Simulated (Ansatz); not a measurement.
**Redistribution: C3H7FO + C3F6 → C2H4F2O + C4H3F5**

Species: C3H7FO `COC(C)F`, singlet; C3F6 (hexafluoropropylene) `FC(F)=C(F)C(F)(F)F`, singlet; C2H4F2O `COC(F)F`, singlet; C4H3F5 `C/C(F)=C(\F)C(F)(F)F`, singlet. The partners trade CH3 for F; both sit on C, so the bond types are kept.

Shapes, held fixed at every level: PBE0-D4/def2-TZVP. Flexible molecules stand in one conformer, not always the lowest. Programs: Ansatz 0.2.0. The zero-point and thermal change to 298 K, harmonic and unscaled (PBE0-D4/def2-TZVP), is +0.2 kJ/mol.

| level | kind | ΔH(298 K) (kJ/mol) | less CCSD(T)/CBS estimate |
| --- | --- | --- | --- |
| HF/def2-SVP | Hartree–Fock | -64.5 | -12.8 |
| HF/def2-TZVPP | Hartree–Fock | -58.4 | -6.7 |
| SPW92/def2-TZVPP | LDA | -45.3 | +6.4 |
| r2SCAN-D4/def2-TZVPP | meta-GGA | -49.0 | +2.7 |
| B3LYP-D4/def2-TZVPP | global hybrid | -49.0 | +2.7 |
| wB97M-V/def2-TZVPP | range-separated hybrid | -50.0 | +1.7 |
| B2PLYP/def2-TZVPP | double hybrid | -51.0 | +0.7 |
| CCSD(T)/CBS estimate | coupled cluster or CI | -51.7 | 0.0 |

The highest level, CCSD(T)/CBS estimate, gives ΔH(298 K) = -51.7 kJ/mol; the levels span -64.5 to -45.3. The column of differences is taken from that level and isn't an error. No measured value is set beside it here. The CBS estimate extrapolates MP2 from def2-TZVPP and def2-QZVPP and adds CCSD(T) − MP2 in the triple-zeta set, cores frozen.
